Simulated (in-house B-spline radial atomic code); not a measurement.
A fraction x of an electron is removed from 3d in Cr4+, starting from [Ar] 3d2 and keeping the highest spin. Computed with an all-electron radial atomic-structure program (B-spline basis): non-relativistic M06-2X, spin-polarised, spherical fractional occupations, point nucleus.

Caution: exact exchange at fractional occupations of open shells leaves self-interaction of up to several eV.

```
   x  E(x) - E(0) (eV)  3d up level (eV)
   0            0.0000           -58.163
0.01            0.5825           -58.336
0.13            7.7081           -60.428
0.31           18.8705           -63.608
0.43           26.6322           -65.757
 0.5           31.2794           -67.021
0.58           36.6992           -68.475
0.64           40.8406           -69.572
0.76           49.3217           -71.783
0.88           58.0693           -74.015
   1           67.0862           -76.269
```

The exact functional would give a straight line between the two integer points. Deviations E(x) - E(0) - x[E(1) - E(0)], in eV: -0.088 at x = 0.01, -1.013 at x = 0.13, -1.926 at x = 0.31, -2.215 at x = 0.43, -2.264 at x = 0.5, -2.211 at x = 0.58, -2.095 at x = 0.64, -1.664 at x = 0.76, -0.967 at x = 0.88.

The curve lies below the straight line by up to 2.264 eV (at x = 0.5): convex, the delocalisation error, to which spherically averaged exact exchange adds.

(1) How well does Slater's transition state (minus the level at half occupation) give the ionisation energy?

## Answers

(1) It gives 67.021 eV against 67.086 eV from the two total energies; NIST lists 69.46 eV, ground level to ground level. The end point has an open shell averaged over its orbitals, so its exact exchange keeps a self-interaction and this is no true integer point.
